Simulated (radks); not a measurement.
Q: The terbium ion Tb3+, 62 electrons, occupied as [Xe] 4f7.5 5f0.5 (fractional occupations, a model configuration). Method: scalar-relativistic Kohn-Sham, LDA (Slater exchange, Perdew-Wang correlation), spin-polarised, spherical densities, finite nucleus; open shells are filled with parallel spins first (spin-orbit coupling, left out, can overturn this in heavy ions); Fermi nuclear charge, rms radius 5.06 fm; computed with a radial shooting solver on a logarithmic mesh with Libxc functionals. Some entries of the table are withheld. Estimate them.

orbital  occ.  eigenvalue (eV)  <r^2> (bohr^2)  r(max) (bohr)
1s down     1        -51841.49       0.0006325        0.01366
1s up       1        -51841.49       0.0006325        0.01366
2s up       1        -8627.656        0.009903        0.07757
2s down     1        -8627.545        0.009902        0.07757
2p up       3        -7675.034        0.007993        0.06281
2p down     3        -7674.954        0.007992        0.06281
3s up       1        -1945.537         0.06567         0.2201
3s down     1        -1942.783         0.06557         0.2200
3p up       3        -1651.649         0.06587         0.2160
3p down     3        -1648.917         0.06574         0.2159
3d up       5        -1267.223         0.05521         0.1764
3d down     5        -1265.090         0.05506         0.1763
4s up       1        -418.6651          0.3302         0.5046
4s down     1        -412.7807          0.3305         0.5044
4p up       3        -321.5975          0.3727         0.5266
4p down     3        -315.7964          0.3733         0.5265
4d up       5        -188.1917          0.4457         0.5457
4d down     5        -182.5323          0.4481         0.5456
5s up       1         -82.6313           1.829          1.157
5s down     1         -79.8646           1.878          1.168
5p up       3         -58.0711           2.429          1.301
5p down     3         -55.9662           2.511          1.318
4f up       7              (1)          0.8001         0.5452
4f down   0.5              (2)          0.8705         0.5481
5f up     0.5         -11.1317           21.89          3.930
5f down     0         -10.5184           23.19          4.003

A: 
(1) 4f up eigenvalue (eV): -42.8272
(2) 4f down eigenvalue (eV): -37.7619
